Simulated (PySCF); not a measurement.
Si(GeH3)3(Me), CH₁₂Ge₃Si, SMILES [Si]([GeH3])([GeH3])([GeH3])C (GFN2-xTB optimised geometry):

```
17

C     -2.611     0.265     1.549
Si    -1.508     0.114     0.000
Ge    -0.514    -2.026     0.000
Ge    -2.870     0.401    -1.906
Ge     0.142     1.799     0.104
H     -3.395    -0.489     1.546
H     -3.087     1.242     1.595
H     -2.027     0.135     2.458
H      0.988    -2.026     0.000
H     -0.864    -2.895    -1.173
H     -0.862    -2.882     1.184
H     -3.890    -0.680    -2.118
H     -3.692     1.658    -1.908
H     -2.142     0.456    -3.217
H     -0.140     2.895     1.090
H      1.508     1.317     0.501
H      0.390     2.539    -1.179
```

Method: PySCF with PBE0/def2-SVP.

Q: What are the frontier orbital energies and the dipole moment?

A: HOMO-2 -8.77 eV, HOMO-1 -8.07 eV, HOMO -8.04 eV, LUMO -0.58 eV, LUMO+1 -0.08 eV; dipole moment 1.14 D.

Meta-Löwdin charges at PBE0/def2-SVP: C1 -0.51, Si2 0.24, Ge3 0.11, Ge4 0.11, Ge5 0.11, H6 0.12, H7 0.12, H8 0.12, H9 -0.05, H10 -0.05, H11 -0.05, H12 -0.05, H13 -0.05, H14 -0.05, H15 -0.05, H16 -0.05, H17 -0.05.
